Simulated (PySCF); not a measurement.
AlH₅OSi.

```xyz
8

Al    -0.5477     0.7415     0.0000
H     -2.0503     1.2433     0.0000
O      0.7061     1.8939     0.0000
H      0.5626     2.8419     0.0000
Si     0.1506    -1.6058     0.0000
H     -0.3876    -2.3127     1.1935
H     -0.3876    -2.3127    -1.1935
H      1.6255    -1.7698     0.0000
```
Charge 0, spin multiplicity 1.

Geometry optimised at B3LYP-D3(BJ)/def2-TZVP. The values are those of a single conformer.

Computed with B3LYP/pcSseg-1 (PySCF). Non-relativistic, no solvent.

Task: Give the absolute GIAO shielding of each atom: isotropic value and principal components (ppm). (An estimate is asked for; the answer gives what the named calculation found.)

Result: 
| atom | σ(iso) | σ11 | σ22 | σ33 | span |
|---|---|---|---|---|---|
| Al1 | 331.3 | 246.2 | 342.0 | 405.7 | 159.5 |
| H2 | 26.3 | 23.2 | 23.9 | 31.9 | 8.7 |
| O3 | 227.2 | 114.1 | 253.3 | 314.3 | 200.2 |
| H4 | 27.8 | 22.0 | 23.1 | 38.4 | 16.4 |
| Si5 | 471.6 | 463.5 | 466.5 | 484.7 | 21.1 |
| H6 | 28.6 | 26.0 | 26.1 | 33.5 | 7.5 |
| H7 | 28.6 | 26.0 | 26.1 | 33.5 | 7.5 |
| H8 | 28.5 | 25.5 | 26.4 | 33.6 | 8.1 |
